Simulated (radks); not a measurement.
Question: Method: scalar-relativistic Kohn-Sham, LB94 model potential, spin-polarised, spherical densities, finite nucleus; open shells are filled with parallel spins first; Fermi nuclear charge, rms radius of each element as measured or else 0.836 A^(1/3) + 0.57 fm; computed with a radial shooting solver on a logarithmic mesh with Libxc functionals. Response by self-consistent Sternheimer equations with the Hartree and adiabatic LDA kernel, the relativistic mass of each level held fixed and spin-orbit coupling left out. For heavy and open-shell atoms this level of theory can miss by tens of per cent. Rank Mn5+, Ca, Ni8+, Ti2+, Sc+, Fe6+, Co7+, V3+, Cr4+ (NIST ground configurations) by static dipole polarisability, largest first.

Answer: Ca 121.0, Sc+ 45.54, Ti2+ 4.442, V3+ 2.213, Cr4+ 1.368, Mn5+ 0.9378, Fe6+ 0.6831, Co7+ 0.5178, Ni8+ 0.4041 bohr^3.
